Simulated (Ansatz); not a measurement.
```yaml
crystal:
  periodic: [false, false, false]
  atoms:
    - {symbol: C, position_ang: [-1.456425, 1.652832, 0.711828]}
    - {symbol: C, position_ang: [-0.157363, 0.854729, 0.620561]}
    - {symbol: Si, position_ang: [-0.254098, -0.606048, -0.536010]}
    - {symbol: F, position_ang: [-0.644260, -0.075597, -2.007532]}
    - {symbol: Si, position_ang: [1.773717, -1.777901, -0.678272]}
    - {symbol: H, position_ang: [-1.358079, 2.496573, 1.399169]}
    - {symbol: H, position_ang: [-2.281335, 1.030774, 1.068173]}
    - {symbol: H, position_ang: [-1.745115, 2.052310, -0.262825]}
    - {symbol: H, position_ang: [0.669143, 1.497981, 0.298979]}
    - {symbol: H, position_ang: [0.129037, 0.467596, 1.606372]}
    - {symbol: H, position_ang: [-1.355022, -1.516370, -0.109774]}
    - {symbol: H, position_ang: [2.126244, -2.301744, 0.671008]}
    - {symbol: H, position_ang: [2.869572, -0.879367, -1.133474]}
    - {symbol: H, position_ang: [1.670882, -2.924867, -1.619404]}
basis:
  gaussian: {orbitals: "6-31G*"}
magnetization: {spin_polarized: true, initial_magnetization: 0}
hamiltonian: {xc: {name: HF}}
correlation: {active_space: {window: {electrons: 2, orbitals: 1}}}
output: {forces: true}
```

```sh
$ ansatz run in.yaml --threads 4 --pin off --events-out ev --progress --plain --max-ram 10444MiB
```

(1) How does Ansatz answer? (An estimate is asked.)

## Answers

(1) The calculation gave: The input was rejected before any iteration.
```
Error: invalid value for `correlation.active_space`: it starts from restricted Hartree–Fock orbitals; set hamiltonian.xc: hf without magnetization.spin_polarized
```
